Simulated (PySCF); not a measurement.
Species: C9H7NS.
Atom-mapped SMILES: `[cH:1]1[cH:2][cH:3][c:4](-[c:5]2[cH:6][cH:7][cH:8][s:9]2)[n:10][cH:11]1`

Geometry (GFN2-xTB, Å), atoms numbered from 1 in this order:
```xyz
18
C9H7NS angstrom
C     -3.115    0.145   -0.389
C     -2.627    0.284    0.903
C     -1.262    0.225    1.112
C     -0.420    0.028    0.013
C      1.018   -0.044    0.149
C      1.931   -0.231   -0.854
C      3.260   -0.255   -0.394
C      3.351   -0.088    0.952
S      1.812    0.104    1.688
N     -0.895   -0.104   -1.228
C     -2.198   -0.046   -1.413
H     -4.173    0.185   -0.595
H     -3.302    0.435    1.733
H     -0.844    0.328    2.102
H      1.634   -0.344   -1.880
H      4.113   -0.392   -1.034
H      4.231   -0.064    1.564
H     -2.523   -0.161   -2.439
```

Probes without a nucleus sit at each ring's centroid and 1 Å off its mean plane on both sides; NICS is minus the shielding there, NICSzz its component along the normal. Level: GIAO PBE0/pcSseg-1 (PySCF, non-relativistic, gas phase) on the GFN2-xTB geometry, one conformer.

Ring bond lengths (Å), with Mayer bond orders in brackets: C1–C2 1.387 (1.41), C2–C3 1.381 (1.46), C3–C4 1.399 (1.29), C4–N10 1.335 (1.50), N10–C11 1.317 (1.52), C11–C1 1.387 (1.38); C5–C6 1.369 (1.53), C6–C7 1.407 (1.28), C7–C8 1.359 (1.56), C8–S9 1.716 (1.17), S9–C5 1.738 (1.15).

Q: Give the NICS values of each ring in ppm.

A: 
```tsv
ring	type	NICS(0)	NICS(1), two faces	NICS(1)zz, two faces	rms pucker (Å)	centre to ring atoms, mean (Å)
C1–C2–C3–C4–N10–C11	6-membered ring with N; formal bonds all aromatic	-5.7	-9.8 / -9.8	-23.5 / -23.5	0.00	1.37
C5–C6–C7–C8–S9	5-membered ring with S; formal bonds all aromatic	-10.4	-9.9 / -9.9	-22.2 / -22.2	0.00	1.29
```

Q: What can be read from them?

A: 
- C1–C2–C3–C4–N10–C11: mean NICS(1)zz -23.5 ppm, shielded. For a flat ring without four-coordinate atoms the NICS criterion counts such a value as aromatic.
- C5–C6–C7–C8–S9: mean NICS(1)zz -22.2 ppm, shielded, aromatic by this magnetic criterion (flat ring, no four-coordinate atom).

Q: And the bond-length index? HOMA = 1 − mean of α(R − Ropt)² over the ring bonds, with Krygowski's 1993 parameters (CC: Ropt 1.388 Å, α 257.7 Å⁻²; CN: Ropt 1.334 Å, α 93.52 Å⁻²; CS: Ropt 1.677 Å, α 94.09 Å⁻²).

A: 
- C1–C2–C3–C4–N10–C11: HOMA 0.99; the largest term is that of C3–C4, α(R − Ropt)² = 0.03. The geometric and the magnetic index point the same way.
- C5–C6–C7–C8–S9: HOMA 0.82; the largest term is that of S9–C5, α(R − Ropt)² = 0.35. The geometric and the magnetic index point the same way.

Q: Give the inner angles of the rings and the Hirshfeld charges of the ring atoms.

A: 
- C1–C2–C3–C4–N10–C11: C1 117.9° (-0.058 e), C2 118.9° (-0.030 e), C3 118.8° (-0.061 e), C4 122.0° (+0.051 e), N10 118.6° (-0.148 e), C11 123.8° (+0.018 e); sum 720.0° against 720° for a flat convex ring.
- C5–C6–C7–C8–S9: C5 110.8° (-0.040 e), C6 113.1° (-0.063 e), C7 112.6° (-0.070 e), C8 112.3° (-0.079 e), S9 91.2° (+0.108 e); sum 540.0° against 540° for a flat convex ring.
